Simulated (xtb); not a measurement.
H₈Si₃, charge +1, doublet, geometry from GFN2-xTB (a state made from the parent by changing its charge; the spin is typed, not shown lowest). Base run: GFN0-xTB in xtb.

xtb was given this input:
```
$ xtb mol.xyz --gfn 0 --chrg 1 --uhf 1 --json

# file mol.xyz
11

Si     1.73006259     0.88617971    -0.01821925
Si     0.21430832    -1.03910606    -0.11847187
Si    -1.93611862     0.11291389     0.13212917
H      3.05494759     0.29289400    -0.13804698
H      1.35438441     1.72882927    -1.14918317
H      1.47531091     1.50967649     1.27664176
H      0.46584425    -2.03082472     0.92986925
H      0.32388443    -1.79829328    -1.36643948
H     -2.00324331     1.05008294    -0.98479523
H     -1.86962290     0.76938187     1.43401237
H     -2.91703742    -0.96157215     0.06180881
```

The base run was repeated with changes; each row names its change, and settings that it needs were set with it.

| change | ΔE vs base (kJ/mol) |
|---|---|
| base | 0.00 |
| etemp = 3000 | -6.35 |
| acc = 1000 | 0.00 |
| etemp = 5000 | -30.2 |
| etemp = 1000 | -0.03 |
| etemp = 10000 | -189.2 |
